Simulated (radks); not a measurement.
Mg6+, 6 electrons, occupied as [He] 2s2 2p2. Calculated with a radial shooting solver on a logarithmic mesh with Libxc functionals: Dirac Kohn-Sham, LB94 model potential, spin-unpolarised, spherical densities, finite nucleus; open shells fill j = l - 1/2 first; Fermi nuclear charge, rms radius 3.057 fm.

X-ray form factor f0, the Fourier transform of the density (f0(0) = 6):

sin(theta)/lambda (1/angstrom),f0 (electrons)
0.05,5.970
0.1,5.881
0.15,5.737
0.2,5.544
0.25,5.312
0.3,5.049
0.4,4.471
0.5,3.882
0.6,3.337
0.8,2.486
1,1.959
1.25,1.604
1.5,1.411
2,1.149
